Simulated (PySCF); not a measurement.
Which level of theory gave which numbers?

Compound: C5H6F2.
SMILES: `FC=C1CC(F)C1`

The closed-shell ground state was solved 5 times with PySCF (density fitting, gas phase), always in the pcSseg-1 basis (149 functions), with these functionals: B97-2, CAM-B3LYP, KT2, mPW1PW91 and wB97X-D. The structure is a single PBE0-D3(BJ)/def2-SVP conformer in the gas phase; no vibrational or solvent corrections.

```csv
row,total energy (Eh),HOMO (eV),LUMO (eV),dipole (D)
P,-393.6083,-9.02,1.92,1.43
Q,-393.6387,-7.19,0.09,1.40
R,-393.5779,-8.50,1.24,1.42
S,-399.7470,-5.95,-0.84,1.27
T,-393.6028,-6.91,0.05,1.39
```

**Question.** Which functional belongs to which row?

**Answer.** P = wB97X-D, Q = mPW1PW91, R = CAM-B3LYP, S = KT2, T = B97-2. By rising HOMO–LUMO gap: KT2 (GGA) 5.11 eV; B97-2 (global hybrid, 21 % exact exchange) 6.96 eV; mPW1PW91 (global hybrid, 25 % exact exchange) 7.28 eV; CAM-B3LYP (range-separated hybrid) 9.74 eV; wB97X-D (range-separated hybrid) 10.94 eV. Total energies of different functionals aren't bounds to one another; each is stationary for its own functional.

The pairwise dispersion term of wB97X-D wasn't added to the energies; at a given geometry it leaves orbitals and properties as they are.
